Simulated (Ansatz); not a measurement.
Input file for Ansatz (a first-principles code): U-CCSD(T)/cc-pVDZ on BF (SMILES [B]F), a point of a bond scan (R = 2.024 Å).

Ansatz 0.2 input:
```yaml
crystal:
  periodic: [false, false, false]
  atoms:
    - {symbol: B, position_ang: [-0.00000000, -0.00000000, -0.81316192]}
    - {symbol: F, position_ang: [0.00000000, 0.00000000, 1.21070774]}
basis:
  gaussian:
    orbitals: cc-pVDZ
correlation: {method: ccsd_t, electrons: all}
scf: {omitted_lower_state_checks: [cluster_reference]}
magnetization: {spin_polarized: true, initial_magnetization: 0}
```

Problem. Give the final energy of this run.

Solution. -124.2515 hartree (reference determinant -123.9603, T1 diagnostic 0.040).
